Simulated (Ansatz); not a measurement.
Stepwise reaction of `[GeH2]` with hydrogen fluoride, as a gas-phase model of exchange steps in deposition or etching. ΔE in kJ/mol; ΔG adds harmonic PBE0-D4 terms to CCSD(T)/CBS, at 1 bar.

Calculated with Ansatz (gas phase, PBE0-D4/def2-TZVP geometries, no zero-point term in ΔE). CCSD(T)/CBS is the MP2 limit (def2-TZVPP, def2-QZVPP) plus CCSD(T) − MP2 in def2-TZVPP, frozen cores. This one scheme is used for every species. Functionals use def2-TZVPP. B3LYP here is the variant with VWN-RPA as its local correlation; programs differ in this. For Ge outer-core shells are correlated without core-valence functions, which leaves a few kJ/mol of doubt a bond. Scalar relativity is left out up to krypton.

```tsv
step	reaction	PBE-D4	B3LYP-D4	ωB97M-V	CCSD(T)/CBS	ΔG(500 K)
2	`[F][GeH]` + H–F → `[F][Ge][F]` + H₂	-137.7	-137.8	-136.8	-130.4	-125.7
```

(1) Give the row of step 1, `[GeH2]` + H–F → `[F][GeH]` + H₂. (Estimate.)

(2) By hand: ΔE of the 2 steps together at CCSD(T)/CBS.

Results:

(1) Computed: 
```json
{"step": "1", "reaction": "`[GeH2]` + H–F → `[F][GeH]` + H₂", "PBE-D4": "-96.2", "B3LYP-D4": "-96.7", "ωB97M-V": "-93.2", "CCSD(T)/CBS": "-85.6", "ΔG(500 K)": "-87.2"}
```

(2) (-85.6) + (-130.4) = -216.0 kJ/mol, or -108.0 kJ/mol a step.

In ΔE each step is lower than the one before. All are downhill at CCSD(T)/CBS. ΔG lies between -125.7 and -87.2 kJ/mol a step. PBE-D4 differs from CCSD(T)/CBS by -10.6 to -7.3 kJ/mol a step. Isolated molecules leave out the surface, adducts and barriers. Largest T1 diagnostic: 0.015.
